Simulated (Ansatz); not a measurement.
Computed with Ansatz on PBE0-D4/def2-TZVP structures; ΔE is electronic, products minus reactants. CCSD(T)/CBS is the MP2 limit (def2-TZVPP, def2-QZVPP) plus CCSD(T) − MP2 in def2-TZVPP, frozen cores. DFT in def2-TZVPP. B3LYP here is the variant with VWN-RPA as its local correlation; programs differ in this. HSE06 is defined as in plane-wave codes. Each species was taken in one conformer, which may not be the lowest.

Reaction (redistribution): `CSB[SiH3]` + `BN(C)[SiH2]Cl` → `BN(C)[SiH2][SiH3]` + `CSBCl`

```
             level  ΔE (kJ/mol)  difference from CCSD(T)/CBS
       LDA (SPW92)          5.7                        -13.5
            PBE-D4          8.4                        -10.8
         revPBE-D4          8.4                        -10.8
           BLYP-D4         13.6                         -5.6
         r2SCAN-D4         15.2                         -4.0
            B97M-V         14.6                         -4.6
           PBE0-D4         11.6                         -7.6
          B3LYP-D4         15.9                         -3.3
        r2SCANh-D4         15.7                         -3.5
        r2SCAN0-D4         16.4                         -2.8
          HSE06-D4         11.7                         -7.5
          BHLYP-D4         19.6                          0.4
      CAM-B3LYP-D4         17.5                         -1.7
           ωB97X-V         16.0                         -3.2
            B2PLYP         18.3                         -0.9
          PBE-QIDH         15.8                         -3.4
               PBE          9.4                         -9.8
            revPBE         10.8                         -8.4
              BLYP         15.7                         -3.5
            r2SCAN         15.5                         -3.7
              PBE0         12.5                         -6.7
             B3LYP         17.6                         -1.6
           r2SCANh         16.0                         -3.2
           r2SCAN0         16.7                         -2.5
         CAM-B3LYP         18.5                         -0.7
           LC-ωPBE         14.6                         -4.6
RPA@PBE/def2-TZVPP         14.8                         -4.4
       HF/def2-SVP         14.9                         -4.3
      MP2/def2-SVP          3.8                        -15.4
     CCSD/def2-SVP          4.3                        -14.9
  CCSD(T)/def2-SVP          2.8                        -16.4
     HF/def2-TZVPP         26.0                          6.8
    MP2/def2-TZVPP         18.0                         -1.2
SCS-MP2/def2-TZVPP         19.0                         -0.2
CCSD(T)/def2-TZVPP         16.0                         -3.2
     HF/def2-QZVPP         26.8                          7.6
SCS-MP2/def2-QZVPP         21.1                          1.9
      HF/CBS(def2)         26.9                          7.7
     MP2/CBS(def2)         21.2                          2.0
    CCSD/CBS(def2)         20.7                          1.5
       CCSD(T)/CBS         19.2                            0
```

Largest T1 diagnostic among the species: 0.015.

From PBE to PBE0 (25 % exact exchange), in def2-TZVPP and without D4, ΔE moves by +3.1 kJ/mol. Leaving LDA and LC-ωPBE aside and taking each functional with its dispersion term where it has one, the values spread over 11.2 kJ/mol, from revPBE-D4 to BHLYP-D4. LDA lies −3.7 kJ/mol from PBE without D4. In def2-TZVPP, CCSD(T) changes the Hartree–Fock value by −10.0 kJ/mol (the triples alone add −1.6 kJ/mol) and MP2 by −8.0 kJ/mol.
